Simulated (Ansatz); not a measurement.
Species: C4H2BrO (charge -1, singlet). It need not be the lowest isomer of its formula. Whether it binds its extra electron was not tested at this geometry. 
Structure (B3LYP-D3(BJ)/def2-TZVP (Ansatz, an electronic-structure program) minimum search):
SMILES: Brc1cc[c-]o1
```xyz
8

Br     1.4828     0.2721     0.1149
C     -0.4054    -0.0164    -0.0342
C     -1.4006     0.8935    -0.1631
C     -2.5902     0.0924    -0.2277
C     -2.3023    -1.2613    -0.1387
O     -0.8542    -1.2775    -0.0131
H     -1.2790     1.9649    -0.2034
H     -3.5945     0.4814    -0.3327
```
Charge -1, spin multiplicity 1.

Basis-set convergence of Hartree-Fock and CCSD correlation energies (hartree) with Ansatz. Correlated levels leave the core frozen unless marked. Spin-orbit coupling is left out. The frozen core is the preceding noble-gas configuration, with the filled d and f shells of earlier blocks. Non-relativistic.

```csv
basis,functions,E(HF),"E(corr, CCSD)"
aug-cc-pVDZ,169,-2799.82683,-0.89379
aug-cc-pVTZ,335,-2799.95187,-1.06824
aug-cc-pVQZ,585,-2799.96769,-1.12347
```

Extrapolating the two largest sets (X = 3 and 4) as X^-3: E(corr) = (64·(-1.12347) - 27·(-1.06824))/37 = -1.1638 Eh, an estimate of the basis-set limit. The largest set recovers 96.5 % of it, the smallest 76.8 %.
